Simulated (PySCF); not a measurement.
Dipole response of O²⁺ (oxygen, charge +2)

[He] 2s2 2p2, high-spin 3P determinant. Computed with PySCF 2.14 in dyall-acv3z (15s9p4d2f, 76 functions), with scalar relativity by spin-free X2C-1e. Coupled (time-dependent) response in atomic units; α is the mean over directions.

```
 method  mean α (bohr³)         α xx, yy, zz  C₆ (like pair)  S(−4)
    UHF           1.797  1.914, 1.739, 1.739           2.347  3.633
    PBE           1.743  1.859, 1.684, 1.684           2.331  2.798
   PBE0           1.741  1.860, 1.682, 1.682           2.316  2.876
 M06-2X           1.668  1.790, 1.607, 1.607           2.177  2.522
r2SCANh           1.792  1.908, 1.733, 1.733           2.433  3.144
```

S(−4) is the Cauchy moment in α(ω) = α(0) + S(−4) ω² + …

α(iu) at r2SCANh:

| u (hartree) | α(iu) (bohr³) |
| --- | --- |
| 0 | 1.792 |
| 0.0500 | 1.784 |
| 0.100 | 1.761 |
| 0.200 | 1.680 |
| 0.300 | 1.570 |
| 0.500 | 1.332 |
| 0.750 | 1.075 |
| 1.00 | 0.8801 |
| 1.50 | 0.6174 |
| 2.00 | 0.4541 |
| 3.00 | 0.2714 |
| 5.00 | 0.1262 |

For an ion, C₆ is the dispersion term alone; charge-induced terms of lower order in 1/R come first.

The components differ because the open shell of this determinant is not spherical; for a pure term their mean is the scalar polarisability.
